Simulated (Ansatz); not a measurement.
K₄Bi₂⁺, relaxed as a doublet with UKS r2SCAN-D4/def2-SVP in Ansatz, starting from the GFN1-xTB geometry. Force threshold 0.02 eV/Å.

In the def2 sets Bi takes a core potential; there is no spin–orbit coupling. The charge 1 doublet is spin-contaminated (final ⟨S²⟩ up to 1.68, 0.75 for a pure state). The relaxation made no stability test and no search for a lower SCF solution. Another isomer (doublet) lies 0.68 eV lower at PBE0-D4/def2-TZVP; other spin states weren't run for this one.

Start:

```xyz
6

K    -3.144   -2.174    3.532
K    -3.504    0.628    0.053
K     0.143    1.519   -1.991
K    -0.251   -0.793    1.110
Bi    2.885   -0.275   -0.320
Bi    3.870    1.094   -2.384
```

```tsv
step	energy (eV)	largest force component (eV/Å)	SCF passes
1	-76971.1179	0.932	53
2	-76971.2789	0.449	36
3	-76971.5006	0.281	31
4	-76971.6039	0.117	31
5	-76971.6389	0.049	33
6	-76971.6509	0.028	33
7	-76971.6587	0.018	33
8	-76971.6636	0.058	35
9	-76971.6697	0.094	35
10	-76971.6818	0.170	41
11	-76971.7003	0.194	41
13	-76971.7571	0.225	49
15	-76971.8440	0.140	44
17	-76971.9364	0.135	36
19	-76972.0394	0.118	36
21	-76972.1625	0.136	46
23	-76972.3749	0.193	45
25	-76972.6662	0.247	41
27	-76972.7698	0.053	34
29	-76972.7884	0.037	27
31	-76972.8118	0.137	30
33	-76972.8503	0.130	31
35	-76972.9095	0.119	31
37	-76973.0074	0.142	36
39	-76973.1004	0.037	35
41	-76973.1079	0.019	31
43	-76973.1092	0.018	30
```

Force components are those of the run's own axes.

End:

```csv
atom,x (Å),y (Å),z (Å)
K1,-2.981,-2.503,3.870
K2,-2.362,-0.326,-0.722
K3,2.457,2.238,-3.104
K4,1.442,-0.686,1.891
Bi5,0.380,1.892,-0.299
Bi6,1.064,-0.616,-1.636
```

Bonds lost: K1–K2, K1–K4, K2–K3, K3–K4 (atoms count from 1). Bonds formed: K2–Bi5, K2–Bi6, K4–Bi6 (atoms count from 1). The end is the same structure that another start reached.

The force fell under the threshold at step 7, but the optimiser went on and released 1.450 eV more. No frequencies were taken in this run, so the end may be a saddle point.

Run time 9.8 min (4 threads of Arm Neoverse V1 on a shared host).
